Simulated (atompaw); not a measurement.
# Which change was made? (La, PAW (atompaw))

* Element: La (Z = 57)
* Generator: atompaw 4.2.0.5
* Type: PAW
* Functional: PBE
* Relativity: non-relativistic
* Frozen core: [Kr] 4d10 5s2
* Valence charge: 9
* Reference configuration: 4f0 5p6 5d1 6s0.5 6p0 (charge +1.5)
* Partial waves: 6s (bound); 6s channel at 3.35 Ry; 5p (bound); 6p (bound, empty); 5d (bound); 5d channel at -0.3 Ry; 4f (bound, empty); 4f channel at 0.5 Ry
* Local potential: troulliermartins scheme with l = 4 at 1 Ry, radius 2.80 bohr
* Core correction: smooth core density matched at 2.85 bohr
* Augmentation charge: besselshape compensation charge, radius 2.55 bohr; PAW radius 3.00 bohr; waves and projectors: bloechl

Cutoffs, loose and tight: the cutoffs (Ry, on a coarse ladder) from which the occupation-weighted sum of valence levels, in a spherical-Bessel basis at the reference potential, stays within 10 and 1 mRy of its value at 400 Ry. They see the waves, projectors and local potential, not the compensation charge or the core.

The base gives: outcome: generated, no UPF (negative core plus compensation charge); cutoff, loose: 18 Ry; cutoff, tight: 30 Ry; bound ghosts: s.

Task: After one change the result is: outcome: generated, no UPF (negative core plus compensation charge); cutoff, loose: 21 Ry; cutoff, tight: 35 Ry; bound ghosts: s. Which change was it?
A. local potential troulliermartins scheme with l = 4 at 1 Ry, radius 2.92 bohr
B. core correction smooth core density matched at 1.76 bohr
C. all radii scaled by about 0.90 (s 2.70, p 1.84, d 2.34, f 1.62 bohr); local potential troulliermartins scheme with l = 4 at 1 Ry, radius 2.52 bohr; augmentation besselshape compensation charge, radius 2.30 bohr; PAW radius 2.70 bohr; waves and projectors: bloechl; core correction smooth core density matched at 2.56 bohr

Result: C. The others give: local potential troulliermartins scheme with l = 4 at 1 Ry, radius 2.92 bohr → outcome: generated, no UPF (negative core plus compensation charge); cutoff, loose: 15 Ry; cutoff, tight: 30 Ry; bound ghosts: s | core correction smooth core density matched at 1.76 bohr → outcome: generated; cutoff, loose: 18 Ry; cutoff, tight: 30 Ry; bound ghosts: s.
